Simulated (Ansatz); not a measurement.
```xyz
13

N     1.203   -2.001   -0.851
C     1.196   -0.980    0.177
N    -0.107   -0.362    0.195
C    -0.181    0.898    0.118
Si   -1.858    1.752    0.162
H     0.446   -2.653   -0.678
H     2.071   -2.521   -0.824
H     1.996   -0.255   -0.038
H     1.359   -1.369    1.196
H     0.737    1.506    0.021
H    -2.018    2.578   -1.065
H    -1.909    2.668    1.334
H    -2.935    0.739    0.252
```

The species carries charge 0 and has multiplicity 1.

Question: List the r2SCAN/def2-TZVPP orbital energies in eV (Ansatz 0.2.0). (Best estimate.)

Answer: The calculation gave: Occupied: -1790.90, -385.57, -384.88, -274.47, -274.07, -141.39, -96.24, -96.24, -96.24, -24.73, -22.76, -17.72, -15.13, -13.56, -12.84, -12.06, -11.42, -10.51, -9.13, -8.84, -8.71, -7.95, -6.13, -5.84. Lowest empty: -1.76, 0.48, 0.86, 1.37, 1.38, 1.76, 2.04, 2.89.
